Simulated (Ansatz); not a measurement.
Geometry optimisation, RKS PBE-D4/6-31G* in Ansatz 0.2.0.

input.yaml

```yaml
crystal:
  periodic: [false, false, false]
  atoms:
    - { symbol: B, position_ang: [0.003503, -0.169437, -0.128589] }
    - { symbol: H, position_ang: [-0.097035, -0.548667, 1.000191] }
    - { symbol: "N", position_ang: [1.253816, -0.055596, -0.751124] }
    - { symbol: H, position_ang: [2.125721, -0.235948, -0.258751] }
    - { symbol: H, position_ang: [1.369932, 0.220801, -1.725075] }
    - { symbol: Cl, position_ang: [-1.481871, 0.043923, -1.113955] }
    - { symbol: "N", position_ang: [-0.194194, 2.172301, 1.316133] }
    - { symbol: H, position_ang: [-0.990447, 2.28469, 0.67443] }
    - { symbol: H, position_ang: [0.649567, 2.205145, 0.727797] }
    - { symbol: H, position_ang: [-0.249992, 1.190888, 1.661341] }
basis:
  gaussian: { orbitals: "6-31G*" }
hamiltonian:
  xc: pbe
  dispersion: d4
relax:
  f_tol: 0.03
  max_steps: 50
output:
  orbitals: {}
```

Launched with:

```bash
$ ansatz run input.yaml --threads 1 --pin off --max-ram 2048MiB --backend cpu --events-out ev --progress --plain --runs-dir out
```

**Question.** Where does it end, and by what steps?

**Answer.** It converged. After 8 steps the energy has fallen by 0.118 eV; H10 moved furthest, 0.58 Å.

| step | energy less start (eV) | largest force component (eV/Å) | accepted |
| --- | --- | --- | --- |
| 0 | 0.0000 | 0.797 | yes |
| 1 | -0.0909 | 0.341 | yes |
| 2 | -0.0991 | 0.261 | yes |
| 3 | -0.1133 | 0.288 | yes |
| 4 | -0.1158 | 0.190 | yes |
| 5 | -0.1120 | 0.202 | no |
| 6 | -0.1170 | 0.095 | yes |
| 7 | -0.1173 | 0.129 | yes |
| 8 | -0.1177 | 0.021 | yes |

```xyz
10
Properties=species:S:1:pos:R:3
B 0.029 -0.348 -0.237
H -0.077 -0.822 0.859
N 1.280 -0.109 -0.812
H 2.148 -0.326 -0.327
H 1.406 0.255 -1.756
Cl -1.450 -0.014 -1.187
N -0.205 2.395 1.345
H -1.029 2.316 0.737
H 0.589 2.124 0.752
H -0.302 1.635 2.029
```

Whether the end is a true minimum wasn't checked by a vibrational analysis.

The run took 27 s on 1 thread of Arm Neoverse V1, on a shared host, peak memory 0.12 GiB.
